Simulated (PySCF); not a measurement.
Br2W, neutral, multiplicity 5. Atoms are numbered in the order given.

```xyz
3

W      0.0000     0.0000    -0.3861
Br     0.0000     2.3010     0.4081
Br     0.0000    -2.3010     0.4081
```
Charge 0, spin multiplicity 5.

The structure is a stationary point at r2SCAN-D4/def2-SVP. The multiplicity is an assumed one; other spin states were not compared. The def2 effective core potentials stand for the cores of W; spin–orbit coupling is left out.

All values below come from PySCF with B3LYP/def2-TZVPD.

Mulliken values depend strongly on the basis, most of all with diffuse functions as here. ESP charges are fitted to the potential on shells at 1.4 to 2.0 van der Waals radii. Atomic charges (e):

```
atom  ESP fit  Mulliken  Mulliken spin
----  -------  --------  -------------
W1        [?]      0.65           4.01
Br2       [?]     -0.33          -0.01
Br3       [?]     -0.33          -0.01
```

### Question
Some entries are withheld; supply them. (An estimate is asked for; the answer gives what the named calculation found.)

### Answer

- W1, ESP fit: 0.36
- Br2, ESP fit: -0.18
- Br3, ESP fit: -0.18
